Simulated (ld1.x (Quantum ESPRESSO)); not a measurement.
# What one change does to a pseudopotential (O (Z = 8), PAW)

oxygen, PAW, made with ld1.x (Quantum ESPRESSO) 7.5 (PBEsol, scalar-relativistic). Core [He], reference 2s2 2p4. Waves: 2s (bound): rcut 0.90, rcutus 1.00 bohr; 2s channel at -0.3 Ry: rcut 0.90, rcutus 1.00 bohr; 2p (bound): rcut 1.45, rcutus 1.80 bohr; 2p channel at 4.7 Ry: rcut 1.45, rcutus 1.80 bohr. Local part: all-electron potential smoothed inside 0.90 bohr (lloc = -2). Core correction: Bessel-smoothed model core inside 0.85 bohr. Augmentation charge: PSQ, inside the norm-conserving radii.

Change: waves 2p (bound): rcut 1.32, rcutus 1.40 bohr; 2p channel at 4.7 Ry: rcut 1.32, rcutus 1.40 bohr.

Cutoffs: the cutoffs (Ry, on a coarse ladder) from which the occupation-weighted sum of valence levels, in a spherical-Bessel basis at the reference potential, stays within 10 and 1 mRy of its value at 400 Ry; they do not see the model core or the augmentation charge, which bear on the density cutoff. Errors are all-electron minus pseudo energies relative to the spin-unpolarised reference configuration.

Predict the effect on cutoff, ghosts and configuration errors.

The potential gets harder (25 Ry and 45 Ry → 35 Ry and 60 Ry); of the 7 tests that both files solve, the error grows in 1 and shrinks in 5 by more than 15 % and 0.3 meV (median size 3.3 → 0.5 meV); neither file shows a bound ghost. A smaller radius makes the pseudo-wave follow the all-electron one further in, where it bends more sharply, so more plane waves are needed.

```csv
quantity,base,changed
"cutoff, loose",25 Ry,35 Ry
"cutoff, tight",45 Ry,60 Ry
loose cutoff by channel (10 mRy a level),"s 18 Ry, p 18 Ry","s 18 Ry, p 30 Ry"
bound ghosts,none,none
"error for 2s2 2p3, meV [ΔE 16.36 eV]",+3.3,+0.2
"error for 2s2 2p2, meV [ΔE 49.84 eV]",+7.8,-0.5
"error for 2s2 2p1, meV [ΔE 103.54 eV]",-1.3,-7.3
"error for 2s0 2p6, meV [ΔE 29.75 eV]",-1.9,-2.1
"error for 2s1 2p4, meV [ΔE 31.50 eV]",+4.4,-0.1
"error for 2s2 2p0, meV [ΔE 180.19 eV]",-20,-12
"error for 2s2 2p3.5, meV [ΔE 6.25 eV]",+0.7,-0.1
lowest overlap eigenvalue by channel,"s 0.57, p 0.81","s 0.57, p 0.32"
```
